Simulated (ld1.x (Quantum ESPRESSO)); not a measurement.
**What one change does to a pseudopotential (nitrogen (N), ultrasoft)**

```json
{"Element": "N (Z = 7)", "Generator": "ld1.x (Quantum ESPRESSO) 7.5", "Type": "ultrasoft", "Functional": "PBE", "Relativity": "non-relativistic", "Frozen core": "[He]", "Valence charge": "5", "Reference configuration": "2s2 2p2.5 (charge +0.5)", "Partial waves": "2s (bound): rcut 0.95, rcutus 1.10 bohr; 2s channel at -1.3 Ry: rcut 0.95, rcutus 1.10 bohr; 2p (bound): rcut 1.65, rcutus 2.10 bohr; 2p channel at 0.05 Ry: rcut 1.65, rcutus 2.10 bohr; 3d channel at 0.4 Ry: rcut 1.70, rcutus 2.00 bohr", "Local potential": "all-electron potential smoothed inside 1.50 bohr (lloc = -1)", "Core correction": "a·sin(br)/r model core inside 0.60 bohr", "Augmentation charge": "PSQ, inside the norm-conserving radii"}
```

All-electron outer shells of the reference configuration (PBE, non-relativistic, ld1.x):

```
shell  level (eV)  outermost node (bohr)  outermost maximum (bohr)
   2s      -25.09                   0.32                      1.00
   2p      -13.45                      –                      0.94
```

Change: local potential all-electron potential smoothed inside 1.58 bohr (lloc = -1).

Cutoffs: the cutoffs (Ry, on a coarse ladder) from which the occupation-weighted sum of valence levels, in a spherical-Bessel basis at the reference potential, stays within 10 and 1 mRy of its value at 400 Ry; they do not see the model core or the augmentation charge, which bear on the density cutoff. Errors are all-electron minus pseudo energies relative to the spin-unpolarised reference configuration.

Task: How do hardness, ghosts and transferability respond?

Result: The potential gets softer (15 Ry and 25 Ry → 15 Ry and 21 Ry); the errors of the 7 common tests hardly move; neither file shows a bound ghost.

```tsv
quantity	base	changed
cutoff, loose	15 Ry	15 Ry
cutoff, tight	25 Ry	21 Ry
bound ghosts	none	none
error for 2s2 2p3, meV [ΔE -5.10 eV]	+5.5	+5.6
error for 2s2 2p2, meV [ΔE 8.50 eV]	+7.6	+7.7
error for 2s2 2p1, meV [ΔE 37.36 eV]	+73	+73
error for 2s2 2p3.3, meV [ΔE -6.72 eV]	+12	+12
error for 2s2 2p0, meV [ΔE 84.44 eV]	+206	+199
error for 2s0 2p5, meV [ΔE 17.88 eV]	+20	+20
error for 2s1 2p3, meV [ΔE 20.25 eV]	+0.9	+1.0
s: phases at 2.31 bohr within 0.05 rad from the reference energy up to (Ry; the scan ends near 5)	to the end of the scan	to the end of the scan
p: phases at 2.31 bohr within 0.05 rad from the reference energy up to (Ry; the scan ends near 5)	1.6	1.7
d: phases at 2.31 bohr within 0.05 rad from the reference energy up to (Ry; the scan ends near 5)	to the end of the scan	to the end of the scan
lowest overlap eigenvalue by channel	s 0.52, p 0.37, d 0.99	s 0.36, p 0.37, d 0.99
```
